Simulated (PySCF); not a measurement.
## Correlation energy of Sr⁺ (strontium, charge +1)

[Kr] 5p1, 2P determinant (an excited configuration). All numbers are calculated (PySCF 2.14, the spin-free X2C one-electron Hamiltonian (Gaussian nucleus), in x2c-TZVPPall (8s6p6d2f1g, 79 functions)). Frozen: [Ar] 3d10; 9 electrons correlated.

```tsv
level	correlation energy (mhartree)
CCSD	-195.14
(T)	-4.78
CCSD(T)	-199.92
```

Diagnostics: T1 = 0.011, D1 = 0.0449, largest double amplitude 0.021.

**Question.** Is a single reference adequate?

**Answer.** Yes, within this model without spin-orbit coupling: T1 lies below 0.03 and no double amplitude reaches 0.07.

The basis was made for the ground configuration and has no added diffuse functions, which can raise the energy of the promoted electron.

This basis was not built for core-valence correlation, so the inner-shell part is incomplete.
